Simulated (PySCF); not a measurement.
F3Ge, doublet, geometry from GFN2-xTB.

Here is a job for PySCF.
```python
from pyscf import gto, scf, dft

mol = gto.M(
    atom='''
F    -1.03403418   -1.26232646   -0.41313589
Ge    0.00285560    0.00944545    0.38125035
F     1.59592010   -0.27814980   -0.45721742
F    -0.57203918    1.50689244   -0.48520348
''',
    basis='cc-pvdz',
    spin=1,
    verbose=4,
)

mf = dft.UKS(mol)
mf.xc = 'revpbe'
mf.kernel()
```

Problem. Give the HOMO energy at the level REVPBE/cc-pVDZ (PySCF).

Solution. -7.71 eV

Problem. What <S^2> does REVPBE/cc-pVDZ give?

Solution. 0.752

These values belong to the state on which the SCF converged, which isn't shown to be the lowest.
